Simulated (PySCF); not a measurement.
C5H8P2Si.
Cartesian coordinates in Å at the GFN2-xTB level; atoms count from 1:
```
atom  x, y, z in Å
C1    -2.3379   -1.4676   -0.2192
C2    -1.2246   -0.4628   -0.0957
C3    -1.5646    0.8762    0.0019
C4    -0.7045    1.9481    0.1224
P5     1.0288    1.9382    0.1856
C6     1.4463    0.2550    0.0593
Si7    3.3069   -0.1369    0.1347
P8     0.3958   -1.1202   -0.0942
H9    -2.9302   -1.2733   -1.1138
H10   -3.0040   -1.4074    0.6420
H11   -1.9394   -2.4791   -0.2803
H12   -2.6272    1.1025   -0.0198
H13   -1.1485    2.9360    0.1859
H14    3.7237   -0.1969    1.5394
H15    4.0375    0.9297   -0.5518
H16    3.5342   -1.4325   -0.5078
```

Method: PySCF, TDDFT CAM-B3LYP/def2-SVPD, vertical, gas phase, core orbitals frozen in the response.

Transition dipole moments from the ground state, in atomic units and in the frame of the coordinates above (overall signs are arbitrary), for the states with f of 0.002 or more among the lowest 8:

```json
{"state": "S1", "E (eV)": "4.096", "μx": "-0.042", "μy": "0.451", "μz": "0.037"}
{"state": "S2", "E (eV)": "4.204", "μx": "0.002", "μy": "-0.031", "μz": "0.175"}
{"state": "S3", "E (eV)": "4.237", "μx": "-0.013", "μy": "-0.028", "μz": "0.360"}
{"state": "S4", "E (eV)": "4.552", "μx": "0.750", "μy": "0.166", "μz": "0.032"}
{"state": "S6", "E (eV)": "4.949", "μx": "-0.039", "μy": "0.015", "μz": "-0.210"}
{"state": "S7", "E (eV)": "5.311", "μx": "1.267", "μy": "-0.774", "μz": "0.013"}
{"state": "S8", "E (eV)": "5.382", "μx": "-0.959", "μy": "-1.254", "μz": "-0.156"}
```

(1) Work out the oscillator strengths.

(2) Which bond between heavy atoms lies closest to the direction of the S8 transition dipole?

(3) What angle do the transition dipoles of S3 and S8 make?

(4) How is the summed strength of these states shared among x, y and z?

(5) What peak molar absorption coefficient would the strongest computed level give as a lone Gaussian band 0.4 eV wide at half height?

## Answers

(1) f = (2/3) ΔE |μ|² with ΔE in hartree (27.2114 eV).

```tsv
state	|μ|² (au)	|μ| (D)	f
S1	0.206	1.15	0.021
S2	0.032	0.45	0.003
S3	0.130	0.92	0.014
S4	0.591	1.95	0.066
S6	0.046	0.55	0.006
S7	2.206	3.77	0.287
S8	2.518	4.03	0.332
```

(2) C6–P8 and C3–C4, at 1° from it; next C1–C2 at 11°.

(3) |cos θ| = |μa·μb| / (|μa| |μb|) = 0.01, so θ ≈ 89° (taken between 0 and 90°, since the signs are arbitrary).

(4) (2/3) Σ ΔE μα² gives 0.393 for x, 0.309 for y and 0.025 for z, 0.728 in all.

(5) ε(max) = 2.175×10⁸ f / FWHM, with the width in cm⁻¹. S8: 2.175×10⁸ × 0.3320 / 3226 ≈ 22000 L mol⁻¹ cm⁻¹.
